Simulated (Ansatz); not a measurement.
# An input for GeH2ClO (SMILES [O][GeH2][Cl])

GeH2ClO has 5 atoms, charge 0, and is taken as a doublet. SMILES: `[O][GeH2][Cl]`. The coordinates come from a PBE0-D4/def2-TZVP relaxation. The run starts from this shape.

```csv
atom,x (Å),y (Å),z (Å)
O,-0.2724,-0.5918,1.6255
Ge,0.1237,-0.0812,-0.0345
Cl,-1.3471,1.2901,-0.7789
H,0.0810,-1.3438,-0.8990
H,1.4646,0.6530,0.0454
```

Settings wanted:

```yaml
basis_set: def2-SVP
integral_approximation: automatic
task: optimise
method: DFT
functional: wB97X-V
reference: UKS
relativity: none
accuracy: medium
```

Q: Give an Ansatz 0.2.0 job that does this.

A: This one ran through:

run.yaml:
```yaml
crystal:
  periodic: [false, false, false]
  atoms:
    - {symbol: O, position_ang: [-0.272400, -0.591800, 1.625500]}
    - {symbol: Ge, position_ang: [0.123700, -0.081200, -0.034500]}
    - {symbol: Cl, position_ang: [-1.347100, 1.290100, -0.778900]}
    - {symbol: H, position_ang: [0.081000, -1.343800, -0.899000]}
    - {symbol: H, position_ang: [1.464600, 0.653000, 0.045400]}
basis:
  gaussian:
    orbitals: def2-SVP
magnetization:
  spin_polarized: true
  initial_magnetization: 1
hamiltonian:
  xc: {name: wB97X-V}
relax: {}
```

```bash
$ ansatz run run.yaml --threads 1 --pin off --max-ram 3480MiB --events-out events.jsonl --progress --plain --runs-dir runs
```

Calculated total energy at the end of the run: -2612.84675 Eh.
